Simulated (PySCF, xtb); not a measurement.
C2H4GeN2, SMILES N(/C#N)=[CH]/[GeH3].

xtb with GFN2-xTB at its own geometry gives an orbital gap of 2.16 eV and a dipole moment of 4.57 D.

Coordinates come from a B3LYP-D3(BJ)/def2-SVP optimisation. The structure was generated by enumeration; whether it is a known compound was not checked.

### Question
What does PBE/def2-TZVP (PySCF) give? (An estimate is asked for; the answer gives what the named calculation found.)

### Answer
gap 3.09 eV (levels -6.66 and -3.56 eV), dipole 4.45 D.
